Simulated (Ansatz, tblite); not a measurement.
Isomers of In$_{5}$P$_{5}$ (singlet), found by a short tight-binding search and relaxed with PBE-D4/def2-SVP in Ansatz.

In the def2 sets In takes a core potential; there is no spin–orbit coupling. The xTB rows come from tblite.

A: The restricted singlet is unstable towards broken spin symmetry in Hartree–Fock (as tested in another run); at PBE-D4/def2-TZVP, r2SCAN-D4/def2-TZVP, PBE0-D4/def2-TZVP this wasn't settled.

Other spin states weren't relaxed.

A:

```csv
atom,x (Å),y (Å),z (Å)
In1,2.073,-0.973,3.033
In2,-2.662,-0.215,1.552
In3,2.424,0.057,-0.034
In4,0.614,-1.231,-3.079
In5,-0.575,2.934,0.144
P6,-1.342,-1.495,-0.798
P7,-1.356,0.519,-1.703
P8,0.018,-1.454,0.934
P9,0.707,1.258,-1.729
P10,0.098,0.601,1.679
```

B:

Cartesian coordinates in Å:
```
In 0.827 -2.432 2.266
In 1.733 -0.254 -2.645
In -0.013 3.055 1.463
In -2.593 -0.834 0.892
In -1.583 -0.795 -2.394
P -0.375 0.208 2.291
P -0.280 1.602 -1.266
P 1.827 1.432 -0.355
P 0.149 -1.998 -0.506
P 0.307 0.015 0.254
```

Estimate which lies lowest at each level, and how far above it the others are (kJ/mol).


```csv
level,A,B
GFN1-xTB,0.0,37.5
GFN2-xTB,36.8,0.0
PBE-D4/def2-TZVP,0.0,27.9
r2SCAN-D4/def2-TZVP,0.0,26.3
PBE0-D4/def2-TZVP,0.0,14.6
```
Point groups (tolerance 0.1 Å): A not assigned, B not assigned. Lower isomers may exist.
